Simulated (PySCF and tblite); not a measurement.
Results of a calculation; reference values are marked as such.
System: C4H3BF2O, numbered as in [F:1][B:2]([F:3])/[CH:4]=[C:5]1\[CH:6]=[CH:7][O:8]1.

Motion: rotation about the B2–C4 bond (torsion F1–B2–C4–C5 from 180° to 360°, rising). GFN2-xTB gives an electronic barrier of 4.5 kcal/mol.

PBE0/pcSseg-1 + D3(BJ), IEF-PCM methanol on B3LYP-D3(BJ)/def2-SVP geometries gives 6.7 kcal/mol and k(298 K) = 1×10⁸ s⁻¹.

**Question.** What does PBE0/cc-pVDZ + D3(BJ) give on B3LYP-D3(BJ)/def2-SVP geometries?

**Answer.** A barrier of 8.0 kcal/mol, 1.3 above the first DFT barrier (from unrounded values) and, with GFN2-xTB thermal terms, ΔG‡(298 K) = 8.2 kcal/mol and k = 1.1×10⁷ s⁻¹ (2 equivalent paths).

**Question.** At the first level the ¹⁹F lines of F1 / F3 span 755 Hz and merge at 151 K (60 MHz). What does the second level predict?

**Answer.** A span of 820 Hz and merging at 182 K.

Programs: tblite and PySCF.
